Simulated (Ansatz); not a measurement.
System: BHI, charge 0, doublet. BHI (SMILES [BH]I, doublet).
B3LYP-D3(BJ)/def2-TZVP minimum from Ansatz (an electronic-structure program):
```xyz
3

B     -1.0537     0.9595    -1.2016
H     -2.0146     0.5147    -1.7397
I      0.1374    -0.1002     0.1462
```
Charge 0, spin multiplicity 2.

Total energies in hartree (Ansatz). Radicals and triplets start from unrestricted determinants; spin-orbit coupling is neglected. Correlated methods leave the cores frozen (noble-gas shells, and filled d and f shells in the p block). Past Kr the def2 sets carry scalar-relativistic core potentials. For partners of very few electrons the exact lower level stands in for a higher one. Spin-orbit terms, left out, reach several kcal/mol for Br and I, and more for heavier atoms.

```csv
species,HF/def2-TZVPP,CCSD(T)/def2-TZVPP,HF/def2-QZVPP,CCSD(T)/def2-QZVPP,CCSDT(Q)/def2-TZVPP
"1: BHI (SMILES I[BH], doublet)",-321.88415,-322.13382,-321.88643,-322.16009,-322.13551
2: B (doublet),-24.53233,-24.59791,-24.53309,-24.60074,-24.59834
3: H (doublet),-0.49981,-0.49981,-0.49998,-0.49998,-0.49981
4: I (doublet),-296.65857,-296.79430,-296.65973,-296.81374,-296.79495
```

Q: Work out the atomisation energy (electronic, to ground-state atoms) in kcal/mol: take Hartree-Fock from def2-QZVPP, extrapolate the CCSD(T) correlation energy as X^-3 (X = 3, 4), and add CCSDT(Q) - CCSD(T) in def2-TZVPP. 1 hartree = 627.51 kcal/mol.

A: 
Species 1: correlation (64·(-0.27366) - 27·(-0.24967))/37 = -0.29117; step -0.00169; E1 = -321.88643 + (-0.29117) + (-0.00169) = -322.17929
Species 2: correlation (64·(-0.06765) - 27·(-0.06558))/37 = -0.06916; step -0.00043; E2 = -24.53309 + (-0.06916) + (-0.00043) = -24.60268
Species 3: correlation (64·(0.00000) - 27·(0.00000))/37 = 0.00000; step +0.00000; E3 = -0.49998 + (0.00000) + (+0.00000) = -0.49998
Species 4: correlation (64·(-0.15401) - 27·(-0.13573))/37 = -0.16735; step -0.00065; E4 = -296.65973 + (-0.16735) + (-0.00065) = -296.82773
-1·E1 +1·E2 +1·E3 +1·E4 = 0.24890 hartree = 156.2 kcal/mol.
